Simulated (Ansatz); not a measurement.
Reactions of C2H8OSn (`[CH3][SnH]([CH3])[OH]`).

Calculated with Ansatz (gas phase, PBE0-D4/def2-TZVP geometries, no zero-point term in ΔE). CBS: MP2 limit from def2 TZ/QZ plus the TZ coupled-cluster correction, frozen cores. This one scheme is used for every species. def2 core potentials past Kr. For Br, I, Sn outer-core shells are correlated without core-valence functions, which leaves a few kJ/mol of doubt a bond. Scalar relativity is left out up to krypton. One conformer a species, not always the lowest.

Q: Order these by ΔE at CCSD(T)/CBS, lowest first. (Best estimate.)
A. `[CH3][SnH]([CH3])[OH]` + `COCI` → `C[O][SnH]([CH3])[OH]` + `CCI`
B. `[CH3][SnH]([CH3])[OH]` + `C#[C][SnH3]` → `C#[C][SnH]([CH3])[CH3]` + `[OH][SnH3]`
C. `[CH3][SnH]([CH3])[OH]` + `C=N` → `[CH3][SnH2][CH3]` + `N=CO`
D. `[CH3][SnH]([CH3])[OH]` + `CO[SiH](N)N` → `[CH3][SnH]([NH2])[OH]` + `CO[SiH](C)N`
E. `[CH3][SnH]([CH3])[OH]` + `[Br][Al]([Br])[Br]` → `[CH3][SnH]([OH])[Br]` + `[CH3][Al]([Br])[Br]`
F. `[CH3][SnH]([CH3])[OH]` + `C=NCS[SiH3]` → `C=[N][SnH]([CH3])[OH]` + `CCS[SiH3]`
G. `[CH3][SnH]([CH3])[OH]` + `COC(=N)Cl` → `C[O][SnH]([CH3])[OH]` + `CC(=N)Cl`
H. `[CH3][SnH]([CH3])[OH]` + `BrI` → `[CH3][SnH]([OH])[Br]` + `CI`

A: H (-30.0 kcal/mol), A (-16.1 kcal/mol), G (-13.8 kcal/mol), F (-5.8 kcal/mol), B (+1.0 kcal/mol), E (+3.4 kcal/mol), C (+8.5 kcal/mol), D (+12.2 kcal/mol).

Largest T1 diagnostic: 0.014, for `N=CO`.
